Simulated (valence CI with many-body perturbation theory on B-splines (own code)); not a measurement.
## Eu L in three bases

Calculated by configuration interaction combined with many-body perturbation theory (CI+MBPT): four valence electrons over a frozen Dirac-Fock core [Ne], a basis of 9 s, 9 p, 8 d, 6 f, 3 g, 1 h functions for each j, with the one-electron correlation potential Σ1, the two-electron term Σ2, the three-electron term Σ3, Breit, model QED; selected CI, second order for the rest, scaled by the run's own slope (own B-spline code, finite nucleus).

No measured spectrum was set against this ion. As an estimate, large intervals hold to a few tenths of a per cent, small ones and those within an open d or f shell to about a per cent.

The reference run has the lowest level (3s^2 3p1/2^2) J=0 and an ionisation energy of 4402.06 eV. Its largest variational space holds 20000 state functions.

Levels are named by their leading jj configuration (3d3/2^4 stands for four electrons in 3d with j = 3/2), which in mixed levels can hold well under half, so a name can repeat and another be missing. Letters in brackets count levels of one name in rising energy.

Changed runs:
A. basis 6 s, 6 p, 5 d, 3 f, 1 g
B. basis 5 s, 5 p, 4 d, 2 f

Excitation energies of the reference run in cm⁻¹, and shifts in cm⁻¹:

| Level | Reference | A | B |
| --- | --- | --- | --- |
| (3s^2 3p1/2 3p3/2) J=1 | 1276770 | -100 | -293 |
| (3s^2 3p1/2 3p3/2) J=2 | 1339460 | +14 | +95 |
| (3s 3p1/2^2 3p3/2) J=2 | 2326790 | -121 | -327 |
| (3s 3p1/2^2 3p3/2) J=1 | 2517570 | +13 | +71 |
| (3s^2 3p3/2^2) J=2 | 2662050 | -63 | -133 |
| (3s^2 3p1/2 3d3/2) J=2 | 2724890 | +186 | +423 |
| (3s^2 3p3/2^2) J=0 | 2797460 | +47 | +207 |
| (3s^2 3p1/2 3d3/2) J=1 | 2997720 | +422 | +1372 |
| (3s^2 3p1/2 3d5/2) J=2 | 3140870 | +167 | +409 |
| (3s^2 3p1/2 3d5/2) J=3 | 3150560 | +315 | +871 |
| (3s 3p1/2 3p3/2^2) J=2 [a] | 3582240 | -129 | -295 |
| (3s 3p1/2 3p3/2^2) J=3 | 3686170 | -46 | -49 |
| Ionisation energy (eV) | 4402.06 | -0.032 | -0.10 |
